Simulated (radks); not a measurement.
Q: Ce3+, configuration [Xe] 6d1 (not the ground configuration). All-electron calculation, Dirac Kohn-Sham, PBE, spin-unpolarised, spherical densities, point nucleus; open shells are shared between the two j in proportion to 2j + 1. Program: a radial shooting solver on a logarithmic mesh with Libxc functionals. Some entries of the table are withheld. Estimate them.

| orbital | occ. | eigenvalue (hartree) | <r> (bohr) | <1/r> (bohr^-1) |
|---|---|---|---|---|
| 1s1/2 | 2 | -1480.016 | 0.02457 | 63.36 |
| 2s1/2 | 2 | (1) | 0.1047 | 14.93 |
| 2p1/2 | 2 | -224.8171 | 0.08795 | 14.91 |
| 2p3/2 | 4 | -208.4072 | 0.09416 | 13.51 |
| 3s1/2 | 2 | -52.40648 | 0.2783 | 5.389 |
| 3p1/2 | 2 | -46.80473 | (2) | 5.301 |
| 3p3/2 | 4 | -43.58047 | (3) | 4.951 |
| 3d3/2 | 4 | -33.79162 | 0.2514 | 4.815 |
| 3d5/2 | 6 | -33.09964 | 0.2552 | 4.727 |
| 4s1/2 | 2 | -11.71505 | 0.6353 | 2.241 |
| 4p1/2 | 2 | -9.62979 | 0.6534 | (4) |
| 4p3/2 | 4 | -8.92999 | 0.6801 | (5) |
| 4d3/2 | 4 | -5.50190 | 0.7316 | 1.813 |
| 4d5/2 | 6 | -5.37801 | 0.7409 | 1.785 |
| 5s1/2 | 2 | -2.66658 | 1.462 | 0.9122 |
| 5p1/2 | 2 | -2.06127 | 1.604 | (6) |
| 5p3/2 | 4 | -1.94335 | 1.668 | (7) |
| 6d3/2 | 0.4 | -0.48644 | 4.881 | 0.2641 |
| 6d5/2 | 0.6 | -0.48320 | 4.911 | 0.2626 |

A: 
(1) 2s1/2 eigenvalue (hartree): -238.0550
(2) 3p1/2 <r> (bohr): 0.2681
(3) 3p3/2 <r> (bohr): 0.2803
(4) 4p1/2 <1/r> (bohr^-1): 2.139
(5) 4p3/2 <1/r> (bohr^-1): 2.025
(6) 5p1/2 <1/r> (bohr^-1): 0.8234
(7) 5p3/2 <1/r> (bohr^-1): 0.7858
